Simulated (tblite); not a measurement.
Run record: tight-binding relaxation, `C=CCB[C@H]1C/C1=C/Cl`.

Computed with GFN2-xTB geometry optimisation, gas phase (tblite 0.8.0). Start geometry: from a force field or distance geometry. A driver script takes a list of jobs; this job's settings line and coordinates (Å) are shown.

Command:
```bash
OMP_NUM_THREADS=1 python probes_run.py task.json out
```

Input:
```
{"job": {"kind": "relax", "xc": "GFN2-xTB", "basis": "xTB"}, "charge": 0, "multiplicity": 1}
C     -3.583900     0.006400    -0.529300
C     -2.544100     0.708800    -0.964000
C     -1.375300     0.793000    -0.010600
B     -0.047900     0.189100    -0.629000
C      1.132500     0.011600     0.437600
C      1.660200    -1.379300     0.655900
C      2.478700    -0.378500    -0.074700
C      3.567500     0.051800    -0.728300
Cl     3.554900     1.702800    -1.298500
H     -3.634500    -0.472700     0.449400
H     -4.489400    -0.114600    -1.151800
H     -2.526800     1.181000    -1.945000
H     -1.175100     1.872400     0.218400
H     -1.575600     0.203500     0.901000
H     -0.066300    -0.592600    -1.526700
H      1.048000     0.644700     1.346900
H      1.914700    -1.575600     1.737600
H      1.273900    -2.208800     0.027800
H      4.378700    -0.633700    -0.878500
```

Output:
```
step      E/eV     max force
  0    -700.49218    2.709
  1    -700.76988    2.352
  2    -700.93559    1.212
  3    -700.99603    0.498
  4    -701.02132    0.333
  5    -701.03379    0.292
  6    -701.04510    0.342
  7    -701.05704    0.356
  8    -701.06776    0.229
  9    -701.07573    0.203
... (110 lines left out)
120    -701.16519    0.023
121    -701.16531    0.024
122    -701.16542    0.021
123    -701.16550    0.019
124    -701.16555    0.017
125    -701.16559    0.016
126    -701.16563    0.014
127    -701.16566    0.013
128    -701.16569    0.011
129    -701.16572    0.009
```

«max force» is the largest atomic force in eV/Å.

Question: From which step on does the largest force stay under 0.1 eV/Å, and how much energy is left to gain from there?

Answer: From step 51 (0.069 eV/Å), 20.7 meV above the end.

In short: energy lowered by 15.5 kcal/mol over 129 steps; largest atomic force 0.009 eV/Å at the end.

Question: Where do the atoms end?

Answer: 0.458 Å rms from the input after alignment:
```
atom  x, y, z in Å
C1    -3.7228    0.3042   -0.5210
C2    -2.5267    0.6120   -0.9872
C3    -1.3038    0.7739   -0.1440
B4    -0.1443   -0.2619   -0.4183
C5     1.0395   -0.3467    0.5781
C6     1.9522   -1.5798    0.6249
C7     2.4062   -0.3500    0.0015
C8     3.3228    0.3235   -0.6385
Cl9    3.0795    1.9721   -1.1281
H10   -3.9002    0.1560    0.5323
H11   -4.5764    0.1858   -1.1663
H12   -2.3788    0.7503   -2.0506
H13   -0.8716    1.7614   -0.3512
H14   -1.5865    0.7899    0.9119
H15   -0.1335   -0.9300   -1.3809
H16    0.9634    0.1935    1.5179
H17    2.3762   -1.8625    1.5781
H18    1.7039   -2.4169   -0.0117
H19    4.2913   -0.0658   -0.9088
```

The run took 0.85 s of wall time on an Arm Neoverse V2 with one thread (shared host).
Labels such as C1 count atoms from 1, the log's own numbers from 0.
